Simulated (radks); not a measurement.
Ionisation of neutral osmium, [Xe] 4f14 5d6 6s2, to [Xe] 4f14 5d6 6s1 as the strength of local exchange is varied. Method: scalar-relativistic Kohn-Sham, Slater X-alpha exchange (alpha = 2/3 is LDA exchange), no correlation, spin-unpolarised, spherical densities, finite nucleus; Fermi nuclear charge, rms radius 5.4126 fm; computed with a radial shooting solver on a logarithmic mesh with Libxc functionals.

alpha  E(Os) (hartree)  exchange (hartree)  IE (eV)  -e of the level emptied (eV)  <r> of it (bohr)
0.667      -17233.1849           -320.5036    8.792                    5.361 (6s)             3.016
0.675      -17237.0494           -324.4256    8.849                    5.412 (6s)             3.010
0.714      -17255.9025           -343.5717    9.129                    5.666 (6s)             2.983
0.862      -17327.6479           -416.6250   10.229                    6.676 (6s)             2.885
1.04       -17414.3561           -505.3159   11.631                    7.983 (6s)             2.774

NIST Atomic Spectra Database: 8.438 eV (measured). The central value is not met in this range of alpha. Spin polarisation and multiplet splitting are left out, so open shells lie too high by an amount that depends on their filling. Spin-orbit splitting is averaged out at the scalar-relativistic level.

Beside tabulated values, note that spin-unpolarised runs miss the spin-polarisation part of the exchange energy of open shells.
